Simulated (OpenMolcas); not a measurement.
# Pt I: terms and fine structure

| Quantity | Value |
| --- | --- |
| Program | OpenMolcas |
| Method | SS-CASPT2, IPEA 0.25 Eh, imaginary shift 0.1 Eh (closed shells correlated: 5s 5p) |
| Basis | ANO-RCC-VTZP [8s7p5d3f1g] |
| Scalar Hamiltonian | DKH2, point nucleus |
| Active space | 10 electrons in 6 orbitals (5d 6s) |
| State averaging | 2S+1 = 3 even, 15 roots; 2S+1 = 1 even, 20 roots kept (CI in the orbitals of an earlier block) |
| Spin-orbit coupling | RASSI with atomic mean-field integrals over the reference wave functions, term energies averaged over their components |

Spin-free terms above the lowest, with the occupations of the reference:

```tsv
Configuration	Term	E (cm-1)	Occupations
5d9 6s	1D	0.0	5d 8.65 6s 1.35
5d9 6s	3D	91.1	5d 9.00 6s 1.00
5d8 6s2	3F	735	5d 8.00 6s 2.00
5d10	1S	2360	5d 9.76 6s 0.24
5d8 6s2	3P	9950	5d 8.00 6s 2.00
5d8 6s2	1D	13760	5d 8.35 6s 1.65
5d8 6s2	1G	14760	5d 8.00 6s 2.00
```

With spin-orbit coupling, above the lowest level:

| Configuration | Term | J | E (cm-1) | Term weight % | Second |
| --- | --- | --- | --- | --- | --- |
| 5d8 6s2 | 3F | 4 | 0.0 | 96 | 4 1G |
| 5d9 6s | 1D | 2 | 1717 | 66 | 21 3D |
| 5d9 6s | 3D | 3 | 2300 | 100 |  |
| 5d9 6s | 3D | 2 | 7340 | 49 | 21 5d8 6s2 1D |
| 5d10 | 1S | 0 | 7780 | 93 | 7 5d8 6s2 3P |
| 5d8 6s2 | 3F | 3 | 9260 | 100 |  |
| 5d9 6s | 3D | 1 | 12830 | 100 |  |
| 5d8 6s2 | 3P | 2 | 14670 | 63 | 15 3F |
| 5d8 6s2 | 3F | 2 | 15390 | 46 | 21 5d9 6s 1D |
| 5d8 6s2 | 3P | 1 | 18480 | 100 |  |
| 5d8 6s2 | 3P | 0 | 21580 | 93 | 7 5d10 1S |
| 5d8 6s2 | 1G | 4 | 22020 | 96 | 4 3F |
| 5d8 6s2 | 1D | 2 | 25940 | 62 | 20 3F |

Against the 9 measured excited levels shown (NIST Handbook of Basic Atomic Spectroscopic Data) the mean absolute deviation is 1900 cm-1; the largest miss in energy is 5d8 6s2 3F3: computed 6960, measured 10117 cm-1 (-31.2 %), and the largest in proportion 5d8 6s2 3F4 (-379.3 %). These deviations count from the computed level that pairs with the measured ground level.

Spin-orbit coupling puts the lowest level 6422 cm-1 below the lowest spin-free term.

Term energies are means over components that CASPT2 splits; among the terms shown or strongly mixed into the levels shown the widest spread is 1300 cm-1 (5d8 6s2 1G). Over all roots computed the reference weight is 0.83 to 0.88; the roots of lowest weight are the least certain, and an intruder state may touch them. Terms from blocks run as CI alone lack orbitals of their own. The lowest computed level is not the ground level that NIST lists (3D3). Configurations are named by rounded mean occupations; where the s occupation lies near a half they are strongly mixed, a name can repeat and a true partner stay unpaired. A single d shell beside an s shell can misplace configurations of different d count against each other. The CASPT2 spread within a term exceeds the gap to the next term for 5d8 6s2 1D and 5d8 6s2 1G, so the order of their levels is uncertain. The lowest spin-free term belongs to 5d9 6s, not to the configuration of the lowest level. Computed and measured levels are paired by configuration, term and J; levels that our copy of the source lacks, or whose pairing is in doubt (as where it misses far off the trend of its configuration), stay unpaired and out of the deviations. Only configurations of the active space appear. The first state left out of the spin-orbit step lies near 45000 cm-1 above the lowest spin-free state of the reference (among the parities and spins computed), and the list stops at four fifths of that energy or lower.

The term weight is that of the spin-free term in the level, not the purity of its configuration.
